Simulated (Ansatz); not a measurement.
HCl₃OTi, triplet, at a GFN2-xTB geometry (such geometries of metal compounds can be far from the true shape) (the multiplicity is a formal guess); B3LYP/STO-3G run with Ansatz (a first-principles code).

Here is a job for Ansatz.
Ansatz 0.2 input:
```yaml
crystal:
  periodic: [false, false, false]
  atoms:
    - {symbol: Ti, position_ang: [-0.54974885, 0.09796153, -0.12187001]}
    - {symbol: Cl, position_ang: [1.41842475, 1.26250066, -0.23209330]}
    - {symbol: Cl, position_ang: [0.69149532, -0.35310938, 1.74838553]}
    - {symbol: Cl, position_ang: [-0.31145690, -1.58084807, -1.40392371]}
    - {symbol: O, position_ang: [-1.95692250, 0.98389176, 0.08434367]}
    - {symbol: H, position_ang: [-2.82401938, 1.38847767, 0.09612609]}
basis:
  gaussian:
    orbitals: STO-3G
hamiltonian:
  xc: b3lyp
magnetization: {spin_polarized: true, initial_magnetization: 2}
```

Problem. Predict the main parts of the log of this Ansatz run.

Solution. 
```
Functional definition: B3LYP
628 factors; integrals over basis functions are off by at most 1.3e-4 eV
mean field evaluation 1: about -62073.3473 eV, gradient 1.6e1 eV
mean field evaluation 2: about -62068.3803 eV, gradient 3.7e1 eV
mean field evaluation 4: about -62075.5625 eV, gradient 1.6e0 eV
mean field evaluation 8: about -62075.5916 eV, gradient 5.2e-2 eV
mean field evaluation 16: about -62075.5917 eV, gradient 1.2e-4 eV
mean field -62075.59173239 eV, -2281.2359198179 hartree, gradient 2.7e-5 eV, S^2 2.001995; 4 other end points of the search recorded, 0 dependent functions left out
reference -62075.59193493 eV, -2281.2359272612 hartree; 42, 40 occupied and 9, 11 virtual orbitals, 628 factors
Total energy: -62075.59193493 eV, -2281.2359272612 hartree
```
